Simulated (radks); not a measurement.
The numbers below are computed, except where a source is named.
Question: Isoelectronic series with 24 electrons, all held in the configuration [Ar] 3d5 4s1, which need not be the ground one along the series. Level of theory: Dirac Kohn-Sham, PBEsol, spin-unpolarised, spherical densities, finite nucleus; open shells fill j = l - 1/2 first; Fermi nuclear charge, rms radius of each element as measured or else 0.836 A^(1/3) + 0.57 fm (a radial shooting solver on a logarithmic mesh with Libxc functionals). Total energies (hartree) and mean radii <r> (bohr):

ion    E (hartree)   3d5/2   3d3/2
Cr     -1049.47105   1.523   1.511
Co3+   -1389.12016  0.8938  0.8905
Zn6+   -1780.86943  0.6810  0.6784
As9+   -2224.90201  0.5587  0.5562
Kr12+  -2721.69626  0.4763  0.4739
Mo18+  -3876.14338  0.3702  0.3676
Rh21+  -4535.35250  0.3336  0.3309
Sb27+  -6022.42134  0.2789  0.2760
Xe30+  -6852.49254  0.2578  0.2548
La33+   -7741.9456  0.2398  0.2366
Nd36+   -8692.2219  0.2241  0.2208
Eu39+   -9704.8845  0.2103  0.2069
Dy42+  -10781.7564  0.1982  0.1946
Tm45+  -11924.8478  0.1873  0.1837
Hf48+  -13136.2651  0.1776  0.1738
Re51+  -14418.5909  0.1689  0.1649
Pt54+  -15774.5003  0.1609  0.1568

Estimate the row of Cd24+.

Answer: E (hartree) -5250.42855; 3d5/2 0.3038; 3d3/2 0.3010.
